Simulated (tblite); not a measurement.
Compound: C₅H₁₃B₂BrO.
Atom-mapped SMILES: `[CH3:1][O:2][B:3]([CH2:4][BH:5][Br:6])[CH:7]([CH3:8])[CH3:9]` (hydrogens: H10, H11, H12 on C1; H13, H14 on C4; H15 on B5; H16 on C7; H17, H18, H19 on C8; H20, H21, H22 on C9)

Computed with GFN2-xTB (tblite), gas phase: L-BFGS steps from a force-field or distance-geometry start until the largest atomic force falls under 0.01 eV/Å.

Step 54: E = -762.5027 eV
```
atom  x, y, z in Å  |  force x, y, z in eV/Å
C1      0.8069    2.3017    1.3572    0.010  -0.022  -0.004
O2      1.2103    1.3649    0.3887    0.009  -0.038  -0.019
B3      0.5239    0.3350   -0.0990    0.006   0.003  -0.014
C4      1.2869   -0.5011   -1.2531   -0.019   0.045   0.034
B5      2.2645   -1.5374   -0.6274    0.025  -0.004  -0.019
Br6     1.9383   -3.3770   -0.7091   -0.032   0.025   0.028
C7     -0.9769   -0.0648    0.3276    0.055  -0.003   0.020
C8     -1.9693    0.5918   -0.6448    0.013  -0.004  -0.002
C9     -1.2175   -1.5763    0.3813   -0.004  -0.004   0.004
H10    -0.2691    2.2749    1.5335   -0.013   0.023   0.002
H11     1.3295    2.0971    2.2946    0.013  -0.016  -0.010
H12     1.0945    3.2925    1.0013   -0.011   0.017   0.007
H13     0.5522   -0.9465   -1.9243    0.029  -0.007  -0.015
H14     1.8641    0.2371   -1.8111    0.002   0.033  -0.021
H15     3.2401   -1.1902   -0.0777    0.034  -0.022   0.017
H16    -1.2011    0.3235    1.3290   -0.019  -0.002   0.009
H17    -1.8653    1.6748   -0.6298   -0.019   0.017   0.007
H18    -1.7893    0.2534   -1.6620   -0.011  -0.041  -0.015
H19    -2.9910    0.3356   -0.3725   -0.025   0.015  -0.010
H20    -0.5843   -2.0368    1.1369   -0.002  -0.011  -0.004
H21    -2.2555   -1.7855    0.6337   -0.005  -0.013   0.011
H22    -1.0023   -2.0477   -0.5738   -0.034   0.010  -0.009
```

Step 55: E = -762.5035 eV
```
atom  x, y, z in Å  |  force x, y, z in eV/Å
C1      0.8066    2.3002    1.3567    0.004  -0.016   0.002
O2      1.2105    1.3652    0.3868   -0.014  -0.028  -0.014
B3      0.5233    0.3359   -0.1016    0.007  -0.014   0.002
C4      1.2885   -0.4992   -1.2538   -0.016   0.049   0.010
B5      2.2635   -1.5364   -0.6263    0.032  -0.005  -0.029
Br6     1.9353   -3.3755   -0.7015   -0.042   0.016   0.024
C7     -0.9764   -0.0659    0.3268    0.053  -0.002   0.009
C8     -1.9691    0.5910   -0.6455    0.009   0.002   0.003
C9     -1.2184   -1.5779    0.3813    0.000   0.014   0.011
H10    -0.2692    2.2756    1.5348   -0.016   0.006  -0.005
H11     1.3294    2.0941    2.2932    0.022  -0.020   0.006
H12     1.0929    3.2920    1.0040    0.003   0.029  -0.007
H13     0.5571   -0.9441   -1.9284    0.015  -0.010  -0.012
H14     1.8656    0.2412   -1.8093    0.009   0.020  -0.018
H15     3.2416   -1.1921   -0.0811    0.048  -0.006   0.031
H16    -1.1982    0.3245    1.3285   -0.026  -0.016  -0.006
H17    -1.8646    1.6738   -0.6307   -0.013   0.026   0.007
H18    -1.7919    0.2535   -1.6636   -0.006  -0.048  -0.004
H19    -2.9909    0.3374   -0.3716   -0.033   0.005  -0.009
H20    -0.5833   -2.0378    1.1359   -0.001  -0.013  -0.011
H21    -2.2558   -1.7853    0.6391    0.004  -0.013  -0.001
H22    -1.0068   -2.0509   -0.5745   -0.038   0.024   0.011
```

Question: Estimate the geometry and energy of step 56. (The exact step hangs on the optimiser's Hessian estimate; all steps are aligned on step 55, rigid shifts and turns removed.)

Answer: E = -762.5042 eV, largest force 0.060 eV/Å
```
atom  x, y, z in Å  |  force x, y, z in eV/Å
C1      0.8074    2.2995    1.3562   -0.004   0.000   0.005
O2      1.2102    1.3653    0.3849   -0.032  -0.006   0.001
B3      0.5225    0.3364   -0.1035    0.007  -0.026   0.018
C4      1.2898   -0.4965   -1.2540    0.005   0.032  -0.019
B5      2.2635   -1.5353   -0.6260    0.037   0.002  -0.030
Br6     1.9323   -3.3737   -0.6943   -0.051   0.010   0.019
C7     -0.9759   -0.0676    0.3266    0.023   0.001  -0.004
C8     -1.9691    0.5898   -0.6461    0.000   0.007   0.006
C9     -1.2201   -1.5799    0.3815    0.003   0.026   0.015
H10    -0.2685    2.2781    1.5361   -0.010  -0.012  -0.012
H11     1.3306    2.0925    2.2920    0.024  -0.025   0.010
H12     1.0928    3.2926    1.0061    0.013   0.022  -0.017
H13     0.5626   -0.9414   -1.9332    0.003  -0.009  -0.002
H14     1.8673    0.2461   -1.8067    0.014   0.010  -0.014
H15     3.2446   -1.1944   -0.0842    0.049   0.006   0.034
H16    -1.1970    0.3241    1.3283   -0.026  -0.025  -0.017
H17    -1.8643    1.6727   -0.6313   -0.005   0.022   0.005
H18    -1.7942    0.2521   -1.6650   -0.001  -0.045   0.014
H19    -2.9916    0.3389   -0.3714   -0.023  -0.003  -0.007
H20    -0.5836   -2.0402    1.1347    0.002  -0.014  -0.016
H21    -2.2569   -1.7860    0.6438    0.012  -0.006  -0.010
H22    -1.0126   -2.0539   -0.5751   -0.038   0.034   0.023
```

The energy changes by -0.0007 eV. The first-order estimate −F·Δx gives -0.0010 eV and the mean of the old and new forces, exact on a quadratic surface, -0.0007 eV. The step makes an angle of 71° with the force vector and moves no atom by more than 0.008 Å.

What follows is the cost of the whole relaxation. On one thread of an Intel Xeon, no GPU, on a shared host, this took 2.3 s of wall time.
